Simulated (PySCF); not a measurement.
## Electron correlation in Ar²⁺ (argon, charge +2)

[Ne] 3s2 3p3 3d1, high-spin 5D determinant (an excited configuration). Calculation: PySCF 2.14, in aug-cc-pwCVDZ; the non-relativistic Hamiltonian (point nucleus). Frozen: 1s2; 14 electrons correlated.

MP2 pair energies summed by pair of shells (mhartree):

```json
{"pair": "2p-2p", "energy": "-84.11", "share (%)": "38.6"}
{"pair": "3s-3p", "energy": "-45.19", "share (%)": "20.7"}
{"pair": "2s-2p", "energy": "-22.51", "share (%)": "10.3"}
{"pair": "2p-3p", "energy": "-16.21", "share (%)": "7.4"}
{"pair": "3p-3p", "energy": "-13.76", "share (%)": "6.3"}
{"pair": "2p-3s", "energy": "-13.64", "share (%)": "6.3"}
{"pair": "3s-3s", "energy": "-7.10", "share (%)": "3.3"}
{"pair": "2s-2s", "energy": "-4.43", "share (%)": "2.0"}
{"pair": "3s-3d", "energy": "-3.38", "share (%)": "1.5"}
{"pair": "2s-3p", "energy": "-2.63", "share (%)": "1.2"}
{"pair": "3p-3d", "energy": "-2.52", "share (%)": "1.2"}
{"pair": "2s-3s", "energy": "-1.71", "share (%)": "0.8"}
{"pair": "2p-3d", "energy": "-0.56", "share (%)": "0.3"}
{"pair": "2s-3d", "energy": "-0.20", "share (%)": "0.1"}
```

Total MP2 correlation energy: -217.96 mhartree.

Same-spin part -63.44 and opposite-spin part -154.52 mhartree; SCS-MP2 scales them by 1/3 and 6/5 to -206.57 mhartree.
